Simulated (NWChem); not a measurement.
Molecule: C3H4BFO; SMILES B1(F)CCC1=O

```xyz
10

O      1.1866    -1.6406    -0.4687
C      0.3798    -0.7743    -0.2244
C     -1.1749    -0.7555    -0.3487
C     -1.2931     0.7170     0.1753
B      0.2867     0.7662     0.3242
F      1.1471     1.6775     0.7239
H     -1.5137    -0.9084    -1.3802
H     -1.6546    -1.5122     0.2832
H     -1.8599     0.8227     1.1079
H     -1.7237     1.4226    -0.5450
```
Atoms are numbered in this order, from 1.

All runs: NWChem. Pople sets run with spherical d functions. Structure relaxed at the B3LYP/6-31G* (spherical d) level. Atomic charges in e: unrestrained fits to the electrostatic potential beside Mulliken populations; buried atoms are poorly determined by the fit.

Problem. Predict the results for Hartree-Fock/6-31G*. Quantities: ESP O1; Mulliken O1; ESP C2; Mulliken C2; ESP C3; Mulliken C3; ESP C4; Mulliken C4; ESP B5; Mulliken B5; relative RMS misfit of the potential (%).

Solution. 
```json
{
 "ESP O1": "-0.50",
 "Mulliken O1": "-0.49",
 "ESP C2": "0.34",
 "Mulliken C2": "0.30",
 "ESP C3": "0.03",
 "Mulliken C3": "-0.43",
 "ESP C4": "-0.33",
 "Mulliken C4": "-0.62",
 "ESP B5": "0.57",
 "Mulliken B5": "0.77",
 "relative RMS misfit of the potential (%)": "18"
}
```
